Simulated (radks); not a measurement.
Pr XLIV, 16 electrons, occupied as [Ne] 3s2 3p4. Method: Dirac Kohn-Sham, relativistic LDA (MacDonald-Vosko exchange, VWN5 correlation), spin-unpolarised, spherical densities, finite nucleus; open shells fill j = l - 1/2 first; Fermi nuclear charge, rms radius 4.8919 fm; computed with a radial shooting solver on a logarithmic mesh with Libxc functionals. Some entries of the table are withheld. Estimate them.

orbital,occ.,eigenvalue (eV),r(max) (bohr)
1s1/2,2,-44214.11,0.01548
2s1/2,2,-9282.628,0.08725
2p1/2,2,-8954.858,0.06628
2p3/2,4,-8466.698,0.07152
3s1/2,2,-3613.207,(1)
3p1/2,2,(2),0.2207
3p3/2,2,(3),0.2302

Answer. 
(1) 3s1/2 r(max) (bohr): 0.2355
(2) 3p1/2 eigenvalue (eV): -3492.385
(3) 3p3/2 eigenvalue (eV): -3369.548
